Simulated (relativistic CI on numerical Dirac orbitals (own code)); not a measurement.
## Energy levels of Cd XIII

Computed by Dirac-Coulomb-Breit CI, KLI orbitals optimised for each configuration, model QED (radiative potential, 1s self-energy scaled to tabulated hydrogen-like ionisation energies), unscaled Slater integrals (own radial code, finite nucleus).

Configurations in the expansion (outside the closed core [Ar] 3d10): 4s2 4p6, 4s2 4p5 4d, 4s 4p6 4d, 4s2 4p5 4f, 4s 4p6 4f, 4s2 4p5 5s, 4s2 4p5 5p, 4s 4p6 5s, 4s2 4p5 5d, 4p6 4d2, 4p5 4d3, 4p5 4d2 4f, 4p5 4d2 5s, 4p5 4d2 5p, 4p6 4f2, 4p5 4d 4f2, 4p5 4f3, 4p5 4f2 5s, 4p5 4f2 5p. Double excitations out of closed p, d and f shells are left out; levels of such configurations are missing from the list, as are those of other unlisted configurations, and high levels can miss mixing partners. These lack a partner that the ground configuration has and come out too high: 4s2 4p5 5d.

| No. | Configuration | Term | J | E (cm⁻¹) | % | Next component (%) | jj configuration (%) |
| --- | --- | --- | --- | --- | --- | --- | --- |
| 1 | 4s2 4p6 | 1S | 0 | 0 | 100 |  | closed (100) |
| 2 | 4s2 4p5 4d | 3P° | 0 | 472240 | 100 |  | 4p3/2^3 4d3/2 (100) |
| 3 | 4s2 4p5 4d | 3P° | 1 | 479831 | 93 | 7 3D° | 4p3/2^3 4d3/2 (75) |
| 4 | 4s2 4p5 4d | 3P° | 2 | 494987 | 76 | 20 3D° | 4p3/2^3 4d5/2 (57) |
| 5 | 4s2 4p5 4d | 3F° | 4 | 496022 | 100 |  | 4p3/2^3 4d5/2 (100) |
| 6 | 4s2 4p5 4d | 3F° | 3 | 497693 | 76 | 16 1F° | 4p3/2^3 4d3/2 (92) |
| 7 | 4s2 4p5 4d | 3F° | 2 | 509059 | 48 | 33 1D° | 4p3/2^3 4d3/2 (59) |
| 8 | 4s2 4p5 4d | 3D° | 3 | 528893 | 63 | 36 1F° | 4p3/2^3 4d5/2 (97) |
| 9 | 4s2 4p5 4d | 3D° | 1 | 549459 | 91 | 6 3P° | 4p1/2 4p3/2^4 4d3/2 (46) |
| 10 | 4s2 4p5 4d | 3F° | 2 | 556034 | 49 | 37 1D° | 4p1/2 4p3/2^4 4d3/2 (90) |
| 11 | 4s2 4p5 4d | 3D° | 2 | 571344 | 52 | 28 1D° | 4p1/2 4p3/2^4 4d5/2 (89) |
| 12 | 4s2 4p5 4d | 1F° | 3 | 577425 | 48 | 28 3D° | 4p1/2 4p3/2^4 4d5/2 (95) |
| 13 | 4s2 4p5 4d | 1P° | 1 | 693120 | 97 | 2 3D° | 4p1/2 4p3/2^4 4d3/2 (50) |
| 14 | 4s 4p6 4d | 3D | 1 | 899194 | 89 | 11 4s2 4p5 4f 3D | 4s 4d3/2 (89) |
| 15 | 4s 4p6 4d | 3D | 2 | 903629 | 89 | 10 4s2 4p5 4f 3D | 4s 4d3/2 (60) |
| 16 | 4s 4p6 4d | 3D | 3 | 911194 | 91 | 9 4s2 4p5 4f 3D | 4s 4d5/2 (91) |
| 17 | 4s 4p6 4d | 1D | 2 | 968783 | 99 |  | 4s 4d5/2 (66) |
| 18 | 4s2 4p5 5s | 3P° | 2 | 1053361 | 100 |  | 4p3/2^3 5s (100) |
| 19 | 4s2 4p5 5s | 1P° | 1 | 1059910 | 58 | 42 3P° | 4p3/2^3 5s (99) |
| 20 | 4s2 4p5 4f | 3G | 5 | 1083093 | 100 |  | 4p3/2^3 4f7/2 (100) |
| 21 | 4s2 4p5 4f | 3G | 4 | 1090053 | 73 | 22 1G | 4p3/2^3 4f5/2 (95) |
| 22 | 4s2 4p5 4f | 3D | 1 | 1093613 | 89 | 11 4s 4p6 4d 3D | 4p3/2^3 4f5/2 (89) |
| 23 | 4s2 4p5 4f | 3D | 2 | 1097605 | 77 | 13 3F | 4p3/2^3 4f5/2 (61) |
| 24 | 4s2 4p5 4f | 3G | 3 | 1100781 | 49 | 26 1F | 4p3/2^3 4f5/2 (89) |
| 25 | 4s2 4p5 4f | 3D | 3 | 1102426 | 55 | 20 1F | 4p3/2^3 4f7/2 (87) |
| 26 | 4s2 4p5 4f | 3F | 4 | 1107711 | 56 | 42 1G | 4p3/2^3 4f7/2 (96) |
| 27 | 4s2 4p5 5s | 3P° | 0 | 1113295 | 100 |  | 4p1/2 4p3/2^4 5s (100) |
| 28 | 4s2 4p5 5s | 3P° | 1 | 1117253 | 58 | 42 1P° | 4p1/2 4p3/2^4 5s (99) |
| 29 | 4s2 4p5 4f | 3F | 2 | 1125512 | 59 | 35 1D | 4p3/2^3 4f7/2 (57) |
| 30 | 4s2 4p5 4f | 3G | 3 | 1151897 | 51 | 28 1F | 4p1/2 4p3/2^4 4f5/2 (92) |
| 31 | 4s2 4p5 4f | 3F | 4 | 1158113 | 39 | 36 1G | 4p1/2 4p3/2^4 4f7/2 (96) |
| 32 | 4s2 4p5 4f | 3D | 3 | 1160168 | 36 | 36 3F | 4p1/2 4p3/2^4 4f7/2 (92) |
| 33 | 4s2 4p5 5p | 3S | 1 | 1167189 | 73 | 24 3P | 4p3/2^3 5p1/2 (74) |
| 34 | 4s2 4p5 5p | 3D | 2 | 1178007 | 36 | 28 1D | 4p3/2^3 5p1/2 (69) |
| 35 | 4s2 4p5 4f | 1D | 2 | 1183055 | 45 | 19 4s2 4p5 5p 3D | 4p1/2 4p3/2^4 4f5/2 (61) |
| 36 | 4s2 4p5 5p | 3D | 3 | 1195108 | 100 |  | 4p3/2^3 5p3/2 (100) |
| 37 | 4s2 4p5 5p | 1P | 1 | 1196869 | 51 | 23 3D | 4p3/2^3 5p3/2 (73) |
| 38 | 4s2 4p5 5p | 3P | 2 | 1205561 | 67 | 31 1D | 4p3/2^3 5p3/2 (98) |
| 39 | 4s2 4p5 5p | 3P | 0 | 1222237 | 73 | 27 1S | 4p3/2^3 5p3/2 (84) |
| 40 | 4s2 4p5 5p | 3D | 1 | 1238396 | 66 | 33 1P | 4p1/2 4p3/2^4 5p1/2 (97) |
| 41 | 4s2 4p5 5p | 3P | 1 | 1257872 | 61 | 16 1P | 4p1/2 4p3/2^4 5p3/2 (95) |
| 42 | 4s2 4p5 5p | 3D | 2 | 1259892 | 44 | 35 1D | 4p1/2 4p3/2^4 5p3/2 (99) |
| 43 | 4s2 4p5 5p | 1S | 0 | 1266003 | 73 | 27 3P | 4p1/2 4p3/2^4 5p1/2 (84) |
| 44 | 4s2 4p5 5d | 3P° | 0 | 1394352 | 100 |  | 4p3/2^3 5d3/2 (100) |
| 45 | 4s2 4p5 5d | 3P° | 1 | 1397637 | 88 | 11 3D° | 4p3/2^3 5d3/2 (76) |

Energies count from the lowest computed level; ° marks odd parity. Filled j subshells are mostly left out of the jj labels.

The mean weight of the leading LS term, summed over parents, in these 45 levels is 72 %, and that of the leading jj configuration (from the same eigenvectors) 85 %, so jj coupling describes them better and the LS labels are nominal.

At this charge energies of transitions that change n are usually good to better than 1 %, and those within a shell (Δn = 0) to a few per cent.

LS names give the leading component of a level, which can be under half, so a name can repeat, a term be missing and a line seem to break the LS rules.
